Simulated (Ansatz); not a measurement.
Breaking a bond: AlH, singlet.

Methods: UCCSD = CCSD on UHF/cc-pVDZ, frozen core in Ansatz (a quantum-chemistry and plane-wave program); UKS-BLYP = unrestricted BLYP/cc-pVDZ run with Ansatz; UCCSDT = CCSDT on UHF/cc-pVDZ, frozen core in Ansatz.

Total energies in hartree (comparable only within one method and basis):

```
R / Å       UCCSD    UKS-BLYP      UCCSDT
-----  ----------  ----------  ----------
1.25   -242.47140  -242.91759  -242.47263
1.35   -242.50013  -242.94626  -242.50138
1.40   -242.50965  -242.95595  -242.51090
1.50   -242.52166  -242.96863  -242.52295
1.59   -242.52655  -242.97434  -242.52789
1.66   -242.52757  -242.97609  -242.52895
1.68   -242.52751  -242.97624  -242.52890
1.80   -242.52461  -242.97470  -242.52609
1.82   -242.52379  -242.97411  -242.52529
1.93   -242.51808  -242.96964  -242.51968
2.06   -242.50958  -242.96254  -242.51134
2.24   -242.49646  -242.95110  -242.49849
2.48   -242.47848  -242.93515  -242.48135
2.74   -242.46036  -242.91874  -242.46468
2.98   -242.44641  -242.90517  -242.45189
3.30   -242.43300  -242.89131           —
3.74   -242.42396  -242.88022           —
4.08   -242.42151  -242.87513           —
4.44   -242.42053  -242.87160           —
5.00   -242.42005  -242.86829           —
5.78   -242.41991  -242.86602           —
6.68   -242.41987  -242.86500           —
```

A dash means that the run gave no value there, or that the column was ended at a point which the program doubted or which failed a test of continuity chosen for this set; such a test can also cut sound points.

The unrestricted determinant behind UCCSD, UCCSDT is spin-contaminated at 1.25 to 1.82, 2.48 to 6.68 Å (<S²> up to 1.0, against 0.00 for a pure singlet). The unrestricted determinant behind UKS-BLYP is spin-contaminated at 3.30 to 6.68 Å (<S²> up to 0.9, against 0.00 for a pure singlet).
